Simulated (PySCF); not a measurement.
Radial density of Co⁺ (cobalt, charge +1)

PBE, [Ar] 3d8, high-spin 3F determinant. Computed with PySCF 2.14 in Sapporo-DKH3-DZP-2012, with the spin-free X2C one-electron Hamiltonian (Gaussian nucleus).

| r (bohr) | 4πr²ρ (e/bohr) | 4πr²(ρα − ρβ) |
| --- | --- | --- |
| 0.00116 | 0.3161 | 0.0000 |
| 0.00195 | 0.7908 | 0.0000 |
| 0.00328 | 1.938 | 0.0000 |
| 0.00552 | 4.522 | 0.0000 |
| 0.00928 | 9.862 | 0.0000 |
| 0.0156 | 18.95 | 0.0001 |
| 0.0263 | 29.27 | 0.0002 |
| 0.0442 | 32.25 | 0.0008 |
| 0.0743 | 26.02 | 0.0048 |
| 0.125 | 30.68 | 0.0354 |
| 0.210 | 34.83 | 0.2296 |
| 0.354 | 16.28 | 0.9226 |
| 0.595 | 18.17 | 1.7808 |
| 1.00 | 12.13 | 1.4088 |
| 1.68 | 2.631 | 0.4757 |
| 2.83 | 0.3798 | 0.0642 |
| 4.76 | 0.01653 | 0.0026 |
| 8.01 | 2.584e-05 | 0.0000 |

Densities and radii are taken from the X2C orbitals without a picture-change correction, which distorts them close to the nucleus.
